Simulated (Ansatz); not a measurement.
Molecule: CH₃GeO₂ (charge 0, doublet). SMILES: O=[C][O][GeH3]
Coordinates optimised at B3LYP-D3(BJ)/def2-TZVP (Ansatz, a program for electronic structure):
```
Ge
H 1 1.5283
H 1 1.5297 2 113.57
H 1 1.5297 2 113.57 3 131.61
O 1 1.8760 2 101.20 3 -114.20
C 5 1.2981 1 118.88 2 180.00
O 6 1.1884 5 132.20 1 0.00
```
Charge 0, spin multiplicity 2.

Wanted: atomisation energy, in kcal/mol. Set-up: no spin-orbit coupling; atomisation electronic, to ground-state atoms; no dispersion term unless named; six Cartesian d functions in 6-31G* and its kin unless marked 5d; non-relativistic; UHF or UKS for open shells; frozen cores in correlated levels (noble-gas shells and the d and f shells of earlier blocks). First-principles rows: single points at B3LYP-D3(BJ) geometries (Ansatz).

```
species         coefficient  E at MP2/6-31G* (Ansatz), Eh  E at wB97X-V/def2-TZVPD (Ansatz), Eh
--------------  -----------  ----------------------------  ------------------------------------
O=[C][O][GeH3]           -1                   -2264.92525                           -2267.14721
C atom                   +1                     -37.73297                             -37.84665
Ge atom                  +1                   -2075.07780                           -2076.71876
H atom                   +3                      -0.49823                              -0.50049
O atom                   +2                     -74.88004                             -75.06921
```

 1 Eh = 627.5095 kcal/mol.

**Question.** Work the quantity out at each level.

**Answer.** 
- MP2/6-31G*: the sum of coefficient times E is 0.85971 Eh, or 539.48 kcal/mol. Result: 539.5 kcal/mol.
- wB97X-V/def2-TZVPD: the sum of coefficient times E is 0.94191 Eh, or 591.06 kcal/mol. Result: 591.1 kcal/mol.
